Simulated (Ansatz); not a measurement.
Steps of a relaxation of `CC[SiH2]O[SiH3]` with RKS PBE-D4/def2-SVP.

```sh
$ ansatz run in.yaml --threads 2 --pin off --events-out ev --progress --plain --max-ram 22528MiB --backend cpu
```

```yaml
crystal:
  periodic: [false, false, false]
  atoms:
    - {symbol: C, position_ang: [-1.718100, -1.085600, -0.599400]}
    - {symbol: C, position_ang: [-0.283900, -1.362900, -0.520100]}
    - {symbol: Si, position_ang: [0.582200, -0.624600, 0.936100]}
    - {symbol: O, position_ang: [0.627600, 1.038300, 0.990600]}
    - {symbol: Si, position_ang: [1.148000, 2.317500, 0.139600]}
    - {symbol: H, position_ang: [-2.200500, -1.501700, -1.497700]}
    - {symbol: H, position_ang: [-2.282300, -1.403600, 0.271600]}
    - {symbol: H, position_ang: [-1.901800, 0.055000, -0.698400]}
    - {symbol: H, position_ang: [0.214300, -0.998200, -1.394600]}
    - {symbol: H, position_ang: [-0.155500, -2.447500, -0.466900]}
    - {symbol: H, position_ang: [0.004300, -1.153600, 2.219900]}
    - {symbol: H, position_ang: [2.054900, -1.042300, 0.935400]}
    - {symbol: H, position_ang: [0.570100, 3.605900, 0.730100]}
    - {symbol: H, position_ang: [0.692500, 2.239800, -1.242400]}
    - {symbol: H, position_ang: [2.626200, 2.312700, 0.225700]}
basis:
  gaussian: {orbitals: def2-SVP}
hamiltonian: {xc: pbe, dispersion: d4}
relax: {f_tol: 0.03, max_steps: 200}
```

Positions (Å) and forces (eV/Å) along the path, 5 of 5 steps:

```xyz
15
step=1 energy=-20019.3231 eV
C    -1.718   -1.086   -0.599   -1.888    2.597   -0.835
C    -0.284   -1.363   -0.520    0.576   -0.417    0.731
Si    0.582   -0.625    0.936    1.327   -0.609    0.931
O     0.628    1.038    0.991   -1.075   -0.870    0.738
Si    1.148    2.317    0.140    0.208    1.583    0.305
H    -2.200   -1.502   -1.498   -0.127   -0.293   -0.182
H    -2.282   -1.404    0.272   -0.416   -0.315    0.644
H    -1.902    0.055   -0.698    0.080   -1.190    0.209
H     0.214   -0.998   -1.395    0.779    0.252   -1.254
H    -0.155   -2.447   -0.467    0.523   -0.615    0.010
H     0.004   -1.154    2.220   -0.179    0.153    0.001
H     2.055   -1.042    0.935   -0.309   -0.067   -0.105
H     0.570    3.606    0.730    0.224   -0.366   -0.109
H     0.693    2.240   -1.242   -0.197   -0.050   -0.952
H     2.626    2.313    0.226    0.475    0.207   -0.133
15
step=2 energy=-20019.6286 eV
C    -1.736   -1.036   -0.606   -0.765    0.904   -0.284
C    -0.266   -1.362   -0.515    0.220   -0.131    0.148
Si    0.635   -0.665    0.967    0.253   -0.194    0.347
O     0.600    1.008    0.995   -0.419   -0.361    0.387
Si    1.119    2.315    0.143    0.340    0.753   -0.099
H    -2.221   -1.483   -1.497    0.018   -0.111   -0.031
H    -2.307   -1.370    0.277   -0.066   -0.143    0.213
H    -1.925    0.072   -0.690    0.175   -0.451    0.073
H     0.266   -1.018   -1.415    0.213    0.032   -0.358
H    -0.113   -2.457   -0.458    0.084   -0.215   -0.071
H    -0.033   -1.141    2.233    0.077    0.037   -0.031
H     2.085   -1.107    0.934   -0.144   -0.017    0.032
H     0.562    3.580    0.749   -0.005   -0.141   -0.022
H     0.693    2.234   -1.285   -0.091   -0.013   -0.253
H     2.618    2.378    0.198    0.109    0.051   -0.050
15
step=3 energy=-20019.6746 eV
C    -1.744   -1.010   -0.611   -0.163   -0.072   -0.001
C    -0.260   -1.376   -0.523    0.103   -0.080   -0.014
Si    0.638   -0.678    0.981    0.037   -0.004    0.029
O     0.582    1.003    0.995   -0.066   -0.121    0.086
Si    1.121    2.328    0.143    0.088    0.147   -0.173
H    -2.234   -1.465   -1.498    0.027    0.016    0.019
H    -2.307   -1.354    0.283    0.044    0.001   -0.031
H    -1.893    0.085   -0.680    0.022    0.073   -0.010
H     0.288   -1.054   -1.438   -0.029    0.011    0.049
H    -0.120   -2.482   -0.476   -0.038    0.034   -0.008
H    -0.010   -1.142    2.256   -0.024    0.011   -0.020
H     2.073   -1.138    0.967    0.040    0.006   -0.004
H     0.533    3.565    0.755   -0.001   -0.001    0.037
H     0.684    2.252   -1.301    0.010   -0.011    0.028
H     2.627    2.416    0.177   -0.050   -0.008    0.013
15
step=4 energy=-20019.6675 eV rejected
C    -1.742   -1.003   -0.614    0.054    0.064    0.161
C    -0.265   -1.403   -0.499    0.105    0.004   -0.240
Si    0.659   -0.678    0.978   -0.200   -0.136    0.188
O     0.575    1.002    0.990    0.013   -0.005   -0.106
Si    1.109    2.332    0.126   -0.015   -0.039    0.077
H    -2.220   -1.411   -1.528    0.030   -0.005    0.013
H    -2.321   -1.368    0.261   -0.037    0.012   -0.027
H    -1.852    0.100   -0.639   -0.051    0.004   -0.022
H     0.295   -1.069   -1.400   -0.007   -0.040   -0.107
H    -0.156   -2.512   -0.479    0.054    0.084    0.074
H    -0.012   -1.143    2.241    0.061    0.023    0.072
H     2.102   -1.121    0.975   -0.019    0.014   -0.039
H     0.528    3.560    0.766    0.000    0.000   -0.030
H     0.665    2.250   -1.313    0.000    0.014    0.010
H     2.612    2.414    0.164    0.011    0.009   -0.023
15
step=5 energy=-20019.6774 eV
C    -1.740   -1.001   -0.611   -0.012    0.001    0.015
C    -0.258   -1.387   -0.517    0.028   -0.014   -0.020
Si    0.645   -0.684    0.984   -0.006    0.005    0.004
O     0.574    0.997    0.992   -0.006   -0.001   -0.017
Si    1.111    2.327    0.133    0.004   -0.004    0.007
H    -2.226   -1.439   -1.507    0.003    0.005   -0.001
H    -2.308   -1.351    0.277    0.001    0.004   -0.006
H    -1.870    0.099   -0.666    0.002   -0.001   -0.002
H     0.294   -1.063   -1.428   -0.007    0.000    0.009
H    -0.134   -2.493   -0.477   -0.011    0.007    0.004
H    -0.011   -1.143    2.257    0.006   -0.002   -0.001
H     2.086   -1.132    0.969    0.004    0.001    0.006
H     0.527    3.558    0.761   -0.004   -0.002   -0.003
H     0.673    2.248   -1.308   -0.002    0.003    0.008
H     2.615    2.414    0.170   -0.001   -0.003   -0.004
```

Hardware: 2 threads of an AMD EPYC 7R13 on a shared host. Wall time 18 s, peak host memory 0.23 GiB.
